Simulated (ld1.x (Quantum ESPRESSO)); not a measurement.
Before and after: TM potential for antimony (Sb)

```json
{"Element": "antimony (Sb)", "Generator": "ld1.x (Quantum ESPRESSO) 7.5", "Type": "norm-conserving Troullier–Martins (Kleinman–Bylander form)", "Functional": "PBE", "Relativity": "scalar-relativistic", "Frozen core": "[Kr] 4d10", "Valence charge": "5", "Reference configuration": "5s2 5p2.5 (charge +0.5)", "Partial waves": "5p (bound): rc 1.95 bohr; 5s (bound): rc 1.55 bohr", "Local potential": "the s channel", "Core correction": "Bessel-smoothed model core inside 1.20 bohr"}
```

Change: wave 5p (bound): rc 1.95 bohr becomes 5p (bound): rc 1.32 bohr.

Cutoffs: the cutoffs (Ry, on a coarse ladder) from which the occupation-weighted sum of valence levels, in a spherical-Bessel basis at the reference potential, stays within 10 and 1 mRy of its value at 400 Ry; they do not see the model core or the augmentation charge, which bear on the density cutoff. Errors are all-electron minus pseudo energies relative to the spin-unpolarised reference configuration.

Problem. How do hardness, ghosts and transferability respond?

Solution. A bound ghost appears in p, which as a rule spoils a file; the number of tests with a reliable result goes from 7 to 6; of the 6 tests that both files solve, the error grows in 6 and shrinks in 0 by more than 15 % and 0.3 meV (median size 19.4 → 57.2 meV). That the errors move this way runs against the usual rule that smaller radii transfer better.

| quantity | base | changed |
| --- | --- | --- |
| cutoff, loose | 45 Ry | 300 Ry |
| cutoff, tight | 100 Ry | over 300 Ry |
| loose cutoff by channel (10 mRy a level) | p 10 Ry, s 30 Ry | p 260 Ry, s 30 Ry |
| bound ghosts | none | p |
| tests with a reliable result | 7 of 7 | 6 of 7 |
| error for 5s2 5p3, meV [ΔE -3.26 eV] | +0.2 | -2.6 |
| error for 5s2 5p1, meV [ΔE 21.02 eV] | -27 | -72 |
| error for 5s1 5p0, meV [ΔE 89.73 eV] | -436 | -640 |
| error for 5s1 5p4, meV [ΔE 4.85 eV] | -12 | -42 |
| error for 5s2 5p3.3, meV [ΔE -4.42 eV] | +0.1 | -5.9 |
| error for 5s0 5p5, meV [ΔE 13.17 eV] | -56 | -158 |

 A true bound ghost makes a file unfit for plane-wave use even where its test errors are small: the radial tests pick states by their node count and pass the ghost by.
